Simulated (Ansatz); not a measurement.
(H2Al-mu-NH2)2 (Al2N2H8) was relaxed with PBE0-D4 (def2-SVP) in Ansatz in these states: charge +1 doublet, neutral singlet. The geometries follow in no particular order.

A:

Cartesian coordinates in Å:
```
Al 0.111 0.708 0.971
H -0.391 1.952 1.960
H 0.953 1.129 2.348
N 0.725 0.847 -0.791
Al -0.132 -0.951 -1.288
H 1.042 -2.002 -1.349
H -1.383 -0.633 -2.191
N -0.773 -0.913 0.663
H 1.741 0.867 -0.931
H 0.365 1.630 -1.348
H -1.795 -0.909 0.748
H -0.463 -1.724 1.208
```

B:

```tsv
atom	x (Å)	y (Å)	z (Å)
Al1	-0.0310	-0.6689	-1.2559
H2	-1.3587	-1.4577	-1.6558
H3	1.2602	-0.5900	-2.1891
N4	0.4956	-1.1256	0.5865
Al5	0.0332	0.6696	1.2554
H6	1.3589	1.4603	1.6578
H7	-1.2593	0.5877	2.1869
N8	-0.4941	1.1262	-0.5869
H9	1.4788	-1.3779	0.6959
H10	-0.0407	-1.8862	1.0064
H11	-1.4793	1.3723	-0.6938
H12	0.0363	1.8903	-1.0075
```

**Question.** Judge from the bond lengths which geometry belongs to which state (an estimate).

**Answer.** A is the charge +1 doublet (Al1–N8 1.872 Å, Al1–N4 1.872 Å, Al5–N8 2.054 Å); B is the neutral singlet (Al1–N8 1.971 Å, Al1–N4 1.970 Å, Al5–N8 1.970 Å).
